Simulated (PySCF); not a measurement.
Input of a run (PBE0-D3(BJ)/def2-SVP geometry optimisation, gas phase (PySCF 2.14.0)), started from GFN2-xTB:
```
{"job": {"xc": "PBE0", "basis": "def2-SVP", "d3": "d3bj", "grid": 2, "kind": "geom"}, "charge": 0, "multiplicity": 1}
O      2.984732     0.193545     0.536993
C      2.190965    -0.236479    -0.269350
C      0.760009    -0.113387    -0.148846
C     -0.125311    -0.595207    -1.050512
C     -1.522946    -0.371969    -0.753597
C     -1.783967     0.289122     0.384922
Si    -0.167347     0.733510     1.271286
H      2.541244    -0.768781    -1.179968
H      0.164160    -1.121279    -1.950854
H     -2.279426    -0.732927    -1.436526
H     -2.791800     0.506208     0.696113
H     -0.028334     0.042850     2.550161
H      0.053634     2.175281     1.332450
```

Output (energies in Eh, forces in Eh/bohr):
```
step   0  E = -558.09805426  max force = 0.025933
step   1  E = -558.10146878  max force = 0.001860
step   2  E = -558.10148866  max force = 0.000938
step   3  E = -558.10148784  max force = 0.001247
step   4  E = -558.10149465  max force = 0.000513
step   5  E = -558.10149739  max force = 0.000265
optimisation converged
```

Q: Summarise the run.

A: The energy falls by 0.094 eV over 6 energy and gradient evaluations, the largest force component goes from 0.0259 to 2.6e-04 Eh/bohr, and the atoms move by 0.037 Å rms after alignment. Among the bonds, Si7–H12 and Si7–H13 change most and about equally (+0.032 Å). Bonds longer at the end by more than 0.005 Å: 10 of 13; shorter: 2. Among the angles that change most is H12–Si7–H13, from 114.6° to 109.7°. The energy never rose by more than 1e-6 Eh on the way. The first step brought 99 % of the lowering.

Q: What are the final bond lengths?

A: O1=C2 1.209 Å, C2–C3 1.459 Å, C3=C4 1.358 Å, C4–C5 1.471 Å, C5=C6 1.353 Å, C6–Si7 1.883 Å, C3–Si7 1.880 Å, C2–H8 1.122 Å, C4–H9 1.098 Å, C5–H10 1.095 Å, C6–H11 1.092 Å, Si7–H12 1.492 Å, Si7–H13 1.492 Å. Numbering counts from 1 in the input's order; the species is `O=CC1=CC=C[SiH2]1`.

The run used 132 basis functions and 44 SCF cycles in all. The run took 35 s on one thread, Arm Neoverse V2 (aarch64), shared host, and the process peaked at 0.69 GiB of memory.

Not checked by PBE0-D3(BJ)/def2-SVP frequencies. One conformer, not necessarily the lowest.

Shape of the structure used: `[O:1]=[CH:2][C:3]1=[CH:4][CH:5]=[CH:6][SiH2:7]1`: O1–C2–C3–C4 180°.
